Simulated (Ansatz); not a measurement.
Be6, relaxed as a singlet with RKS r2SCAN/def2-TZVP in Ansatz, starting from the GFN2-xTB geometry. Force threshold 0.02 eV/Å.

The structure comes from a short search, and lower isomers may exist.

Start:

```xyz
6

Be   -0.1580   -1.4920    0.7454
Be   -1.5985    0.5783   -0.5904
Be    1.5866    0.0143   -0.7685
Be   -0.0613    0.3597   -1.8626
Be    1.1272    0.1184    1.1875
Be   -0.8960    0.4213    1.2886
```

(1) Estimate the energy that the relaxation releases and the steps that it takes.

(2) Does the start keep its bonding?

(3) Predict the relaxed structure.

Results:

(1) 0.98 eV, in 10 steps; 12 s on 4 threads of Arm Neoverse V2 on a shared host. No frequencies were taken in this run, so the end may be a saddle point.

(2) Bonds formed: Be1–Be2, Be1–Be3, Be2–Be3, Be3–Be6 (atoms count from 1). The end is the same structure that another start reached.

(3) 
Cartesian coordinates in Å:
```
Be -0.263 -1.222 0.724
Be -1.310 0.006 -0.746
Be 0.932 0.260 -0.493
Be -0.113 0.515 -2.295
Be 1.260 -0.220 1.617
Be -0.506 0.661 1.193
```
Bond lengths (bridged metal pairs left out): 11 × Be–Be 1.96 to 2.27 Å.
